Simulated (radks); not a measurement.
The numbers below are computed, except where a source is named.
Removal energies from the cerium ion Ce6+, [Kr] 4d10 5s2 5p4, by Delta-SCF beside the eigenvalue of the level emptied. Level of theory: scalar-relativistic Kohn-Sham, BLYP, spin-polarised, spherical densities, finite nucleus; Fermi nuclear charge, rms radius of each element as measured or else 0.836 A^(1/3) + 0.57 fm (a radial shooting solver on a logarithmic mesh with Libxc functionals). Open shells are filled with parallel spins first.

removed from             final configuration  Delta-SCF (eV)  -eigenvalue (eV)
5p                         [Kr] 4d10 5s2 5p3          92.361            85.703
5s                         [Kr] 4d10 5s1 5p4          113.09            105.78
4d                          [Kr] 4d9 5s2 5p4          198.15            185.62
4p            [Ar] 3d10 4s2 4p5 4d10 5s2 5p4          300.12            286.90
